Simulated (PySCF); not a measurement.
Solvent effects on NMR parameters

Mapped SMILES: `[O:1]=[C:2]1[O:3][CH2:4][C@@H:5]1[CH:6]([F:7])[F:8]` (H(Xn): hydrogen on atom n). Ha(C4) is cis to C6 on the ring; Hb(C4) is trans to C6 on the ring.

GIAO PBE0/pcSseg-1 in PySCF 2.14 on one PBE0-D3(BJ)/def2-SVP conformer, non-relativistic, equivalent nuclei averaged. Solvents enter as an IEF-PCM continuum (benzene with ε = 2.3, chloroform with ε = 4.7) around the gas-phase geometry. Shifts are referred to TMS, CFCl3 computed in the same medium.

In benzene, δ in ppm: C2 169.2, C6 115.5, C4 59.1, C5 59.0, F8 -138.7, F7 -143.1, H(C6) 6.20, Ha(C4) 4.56, Hb(C4) 4.30, H(C5) 3.87. Dipole moment 3.66 D.

(1) How does each δ change in the more polar medium?

(2) Which nuclei move most (in ppm), and what does the model miss?

Results:

(1) 
```tsv
atoms	environment	Δδ, chloroform
C2	ester carbonyl carbon	+1.7
C6	sp3 CH bonded to 2 F	+0.5
C4	sp3 CH2 bonded to O	+0.8
C5	sp3 CH α to a carbonyl	+0.5
F8	fluorine of a CF2 group	-0.4
F7	fluorine of a CF2 group	-0.4
H(C6)	hydrogen on an sp3 CH bonded to 2 F	+0.07
Ha(C4)	hydrogen on an sp3 CH2 bonded to O	+0.05
Hb(C4)	hydrogen on an sp3 CH2 bonded to O	+0.11
H(C5)	hydrogen on an sp3 CH α to a carbonyl	+0.16
```

Changes are relative to benzene. The dipole moment becomes 3.90 D in chloroform.

(2) C2 (ester carbonyl carbon, +1.7 ppm) in chloroform. A continuum only polarises the solute; specific hydrogen bonds, the anisotropy of aromatic solvents and changes of geometry or conformer are outside it.
